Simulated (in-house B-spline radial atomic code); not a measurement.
Response of Bi³⁺ as one setting changes: the share of exact exchange in a PBE hybrid. A dash marks a strongly mixed or unbound state. Computed with an all-electron radial atomic-structure program (B-spline basis): linear response of the closed shell [Xe] 4f14 5d10 6s2 with the functional's adiabatic kernel; scalar-relativistic (spin-free one-electron X2C), finite nucleus, no spin-orbit coupling, no double excitations, S, P, D and F terms only; shells from n = 4 respond. Only terms of natural parity with L up to 3 were computed.

Spin-orbit coupling is strong here, so these LS terms don't match observed levels.

```tsv
share of exact exchange in a PBE hybrid	lowest 1P (eV)	lowest 3P, Tamm-Dancoff (eV)	minus highest occupied level (eV)	α (bohr³)
0	6s → 6p 13.989	6s → 6p 11.306	39.91	9.629
0.1	?	?	?	?
0.2	6s → 6p 13.784	6s → 6p 11.026	40.73	9.868
0.3	6s → 6p 13.679	6s → 6p 10.886	41.13	9.995
0.4	6s → 6p 13.571	6s → 6p 10.745	41.53	10.13
0.5	6s → 6p 13.460	6s → 6p 10.604	41.93	10.27
0.6	6s → 6p 13.348	6s → 6p 10.463	42.33	10.41
0.7	6s → 6p 13.233	6s → 6p 10.321	42.73	10.57
0.8	6s → 6p 13.116	6s → 6p 10.179	43.12	10.72
0.9	?	?	?	?
1	6s → 6p 12.875	6s → 6p 9.894	43.91	11.07
```

Q: What belongs in the row for 0.1?

A: lowest 1P (eV): 6s → 6p 13.888; lowest 3P, Tamm-Dancoff (eV): 6s → 6p 11.166; minus highest occupied level (eV): 40.32; α (bohr³): 9.746.

Q: What belongs in the row for 0.9?

A: lowest 1P (eV): 6s → 6p 12.997; lowest 3P, Tamm-Dancoff (eV): 6s → 6p 10.037; minus highest occupied level (eV): 43.52; α (bohr³): 10.89.
